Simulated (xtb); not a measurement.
xtb job for H₂O₂Te, SMILES O[Te]O, GFN2-xTB. 

```
$ xtb mol.xyz --gfn 2 --sp --chrg 0 --uhf 0 --json
$ cat mol.xyz
5

Te     0.00000000     0.00000000    -0.35419665
O     -1.44263332    -0.10664540     0.98149702
H     -1.62980125     0.75518514     1.35713675
O      1.44263332     0.10664540     0.98149702
H      1.62980126    -0.75518514     1.35713675
```

Log of the run:

```
[banner left out]
          |                Calculation Setup                |
           -------------------------------------------------



           -------------------------------------------------
          |                 G F N 2 - x T B                 |
           -------------------------------------------------

        Reference                      10.1021/acs.jctc.8b01176
      * Hamiltonian:
        H0-scaling (s, p, d)           1.850000    2.230000    2.230000
        zeta-weighting                 0.500000
      * Dispersion:
        s8                             2.700000
        a1                             0.520000
        a2                             5.000000
        s9                             5.000000
      * Repulsion:
        kExp                           1.500000    1.000000
        rExp                           1.000000
      * Coulomb:
        alpha                          2.000000
        third order                    shell-resolved
        anisotropic                    true
        a3                             3.000000
        a5                             4.000000
        cn-shift                       1.200000
        cn-exp                         4.000000
        max-rad                        5.000000


          ...................................................
          :                      SETUP                      :
          :.................................................:
          :  # basis functions                  20          :
          :  # atomic orbitals                  19          :
          :  # shells                            9          :
          :  # electrons                        20          :
          :  max. iterations                   250          :
          :  Hamiltonian                  GFN2-xTB          :
          :  restarted?                      false          :
          :  GBSA solvation                  false          :
          :  PC potential                    false          :
          :  electronic temp.          300.0000000     K    :
          :  accuracy                    1.0000000          :
          :  -> integral cutoff          0.2500000E+02      :
          :  -> integral neglect         0.1000000E-07      :
          :  -> SCF convergence          0.1000000E-05 Eh   :
          :  -> wf. convergence          0.1000000E-03 e    :
          :  Broyden damping             0.4000000          :
          :  net charge                          0          :
          :  unpaired electrons                  0          :
          ...................................................

 iter      E             dE          RMSdq      gap      omega  full diag
   1    -12.1220517 -0.121221E+02  0.598E+00    3.95       0.0  T
   2    -12.1121434  0.990835E-02  0.203E+01    3.28       1.0  T
   3    -12.0964337  0.157097E-01  0.211E+01    3.26       1.0  T
   4    -12.1722064 -0.757727E-01  0.755E+00    4.22       1.0  T
   5    -12.2716206 -0.994143E-01  0.444E-01    3.92       1.0  T
   6    -12.2717916 -0.170999E-03  0.117E-01    3.91       1.0  T
   7    -12.2717301  0.615016E-04  0.179E-01    3.92       1.0  T
   8    -12.2717908 -0.606652E-04  0.392E-02    3.91       1.1  T
   9    -12.2717905  0.321031E-06  0.421E-02    3.91       1.1  T
  10    -12.2717943 -0.382997E-05  0.210E-03    3.91      21.3  T
  11    -12.2717943  0.113211E-07  0.335E-03    3.91      13.4  T
  12    -12.2717943 -0.199383E-07  0.240E-04    3.91     186.6  T
  13    -12.2717943 -0.646221E-10  0.269E-05    3.91    1663.4  T

   *** convergence criteria satisfied after 13 iterations ***

         #    Occupation            Energy/Eh            Energy/eV
      -------------------------------------------------------------
         1        2.0000           -0.8590402             -23.3757
       ...           ...                  ...                  ...
         4        2.0000           -0.5822870             -15.8448
         5        2.0000           -0.5604680             -15.2511
         6        2.0000           -0.5179339             -14.0937
         7        2.0000           -0.5109237             -13.9029
         8        2.0000           -0.4719254             -12.8417
         9        2.0000           -0.4656986             -12.6723
        10        2.0000           -0.3806052             -10.3568 (HOMO)
        11                         -0.2369138              -6.4468 (LUMO)
        12                         -0.2082037              -5.6655
        13                          0.0087514               0.2381
        14                          0.0213604               0.5812
        15                          0.1005251               2.7354
       ...                                ...                  ...
        19                          0.6354435              17.2913
      -------------------------------------------------------------
                  HL-Gap            0.1436914 Eh            3.9100 eV
             Fermi-level           -0.3087595 Eh           -8.4018 eV

 SCC (total)                   0 d,  0 h,  0 min,  0.004 sec
 SCC setup                      ...        0 min,  0.000 sec (  1.856%)
 Dispersion                     ...        0 min,  0.000 sec (  0.588%)
 classical contributions        ...        0 min,  0.000 sec (  0.301%)
 integral evaluation            ...        0 min,  0.001 sec ( 12.975%)
 iterations                     ...        0 min,  0.003 sec ( 61.981%)
 molecular gradient             ...        0 min,  0.001 sec ( 20.232%)
 printout                       ...        0 min,  0.000 sec (  1.804%)

         :::::::::::::::::::::::::::::::::::::::::::::::::::::
         ::                     SUMMARY                     ::
         :::::::::::::::::::::::::::::::::::::::::::::::::::::
         :: total energy             -12.233977471856 Eh    ::
         :: gradient norm              0.000133666459 Eh/a0 ::
         :: HOMO-LUMO gap              3.910043128063 eV    ::
         ::.................................................::
         :: SCC energy               -12.271794182111 Eh    ::
         :: -> isotropic ES            0.049092416330 Eh    ::
         :: -> anisotropic ES         -0.003049682827 Eh    ::
         :: -> anisotropic XC         -0.004031890858 Eh    ::
         :: -> dispersion             -0.001998371311 Eh    ::
         :: repulsion energy           0.037816710255 Eh    ::
         :: add. restraining           0.000000000000 Eh    ::
         :: total charge               0.000000000000 e     ::
         :::::::::::::::::::::::::::::::::::::::::::::::::::::

           -------------------------------------------------
          |                Property Printout                |
           -------------------------------------------------

    * Orbital Energies and Occupations

         #    Occupation            Energy/Eh            Energy/eV
      -------------------------------------------------------------
         1        2.0000           -0.8590402             -23.3757
         2        2.0000           -0.6922987             -18.8384
         3        2.0000           -0.6825721             -18.5737
         4        2.0000           -0.5822870             -15.8448
         5        2.0000           -0.5604680             -15.2511
         6        2.0000           -0.5179339             -14.0937
         7        2.0000           -0.5109237             -13.9029
         8        2.0000           -0.4719254             -12.8417
         9        2.0000           -0.4656986             -12.6723
        10        2.0000           -0.3806052             -10.3568 (HOMO)
        11                         -0.2369138              -6.4468 (LUMO)
Note: The following floating-point exceptions are signalling: IEEE_DENORMAL
normal termination of xtb
        12                         -0.2082037              -5.6655
        13                          0.0087514               0.2381
        14                          0.0213604               0.5812
        15                          0.1005251               2.7354
        16                          0.1258159               3.4236
        17                          0.1519516               4.1348
        18                          0.1788327               4.8663
        19                          0.6354435              17.2913
      -------------------------------------------------------------
                  HL-Gap            0.1436914 Eh            3.9100 eV
             Fermi-level           -0.3087595 Eh           -8.4018 eV

     #   Z          covCN         q      C6AA      α(0)
     1  52 Te       1.603     0.227   404.539    37.210
     2   8 O        1.591    -0.430    21.480     6.255
     3   1 H        0.822     0.317     0.670     1.285
     4   8 O        1.591    -0.430    21.480     6.255
     5   1 H        0.822     0.317     0.670     1.285

 Mol. C6AA /au·bohr⁶  :        944.938106
 Mol. C8AA /au·bohr⁸  :      61727.991006
 Mol. α(0) /au        :         52.288127


Wiberg/Mayer (AO) data.
largest (>0.10) Wiberg bond orders for each atom

 ---------------------------------------------------------------------------
     #   Z sym  total        # sym  WBO       # sym  WBO       # sym  WBO
 ---------------------------------------------------------------------------
     1  52 Te   2.469 --     4 O    1.222     2 O    1.222
     2   8 O    2.176 --     1 Te   1.222     3 H    0.887
     3   1 H    0.900 --     2 O    0.887
     4   8 O    2.176 --     1 Te   1.222     5 H    0.887
     5   1 H    0.900 --     4 O    0.887
 ---------------------------------------------------------------------------

Topologies differ in total number of bonds
Writing topology from bond orders to xtbtopo.mol

molecular dipole:
                 x           y           z       tot (Debye)
 q only:        0.000       0.000      -0.123
   full:        0.000       0.000      -0.220       0.559
molecular quadrupole (traceless):
                xx          xy          yy          xz          yz          zz
 q only:       -1.667      -4.884       0.794       0.000       0.000       0.873
  q+dip:       -2.668      -6.220       1.735       0.000      -0.000       0.933
   full:       -1.405      -6.675      -0.373       0.000       0.000       1.779


           -------------------------------------------------
          | TOTAL ENERGY              -12.233977471856 Eh   |
          | GRADIENT NORM               0.000133666459 Eh/α |
          | HOMO-LUMO GAP               3.910043128063 eV   |
           -------------------------------------------------

------------------------------------------------------------------------
------------------------------------------------------------------------
 total:
 SCF:
```

The run converged.

Cost: roughly 0.03 core-seconds.
